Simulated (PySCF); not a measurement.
Compound: C₃H₁₁NOSi₄.
Cartesian coordinates in Å at the GFN2-xTB level; atoms count from 1:
```
atom  x, y, z in Å
C1    -0.8293   -2.4005    1.3415
O2    -0.5781   -1.0393    1.5100
Si3   -0.9674    0.2203    0.5443
C4    -2.8240    0.1956    0.2886
N5    -3.9582    0.1831    0.1074
Si6    0.0947    2.0918    1.4689
Si7    1.3607    2.2978   -0.5148
Si8    0.2701    0.4175   -1.4767
C9     1.4469   -1.0581   -1.7811
H10   -0.4623   -2.9233    2.2251
H11   -1.8997   -2.5874    1.2302
H12   -0.3122   -2.7796    0.4565
H13    0.8075    1.9491    2.7443
H14   -0.8301    3.2056    1.7165
H15    1.2229    3.5763   -1.2257
H16    2.8192    2.1662   -0.3696
H17   -0.4536    0.5830   -2.7518
H18    1.9544   -1.3372   -0.8611
H19    2.2128   -0.8127   -2.5117
H20    0.9204   -1.9376   -2.1439
```

NICS = −σ at a ghost point: NICS(0) at the centroid of the ring atoms, NICS(1) 1 Å to either side along the normal of their mean plane, zz for the tensor component along that normal. Level: GIAO PBE0/pcSseg-1 (PySCF, non-relativistic, gas phase) on the GFN2-xTB geometry, one conformer.

Ring bond lengths (Å), with Mayer bond orders in brackets: Si3–Si6 2.342 (0.87), Si6–Si7 2.362 (0.86), Si7–Si8 2.377 (0.86), Si8–Si3 2.378 (0.83).

Give the NICS values of each ring in ppm.

```
           ring                                                type  NICS(0)  NICS(1), two faces  NICS(1)zz, two faces  rms pucker (Å)  centre to ring atoms, mean (Å)
Si3–Si6–Si7–Si8  4-membered ring with 4 Si; formal bonds all single      2.6         -1.2 / -0.1             4.0 / 6.5            0.01                            1.67
```

What do they say, and how far can they be read as aromaticity?

- Si3–Si6–Si7–Si8: mean NICS(1)zz 5.2 ppm, deshielded. Si3, Si6, Si7, Si8 have four or more neighbours, and the NICS criterion for π rings isn't applied.

List the ring angles and the Hirshfeld charges of the ring atoms.

- Si3–Si6–Si7–Si8: Si3 91.9° (+0.295 e), Si6 88.9° (+0.154 e), Si7 91.4° (+0.142 e), Si8 87.7° (+0.188 e); sum 360.0° against 360° for a flat convex ring.
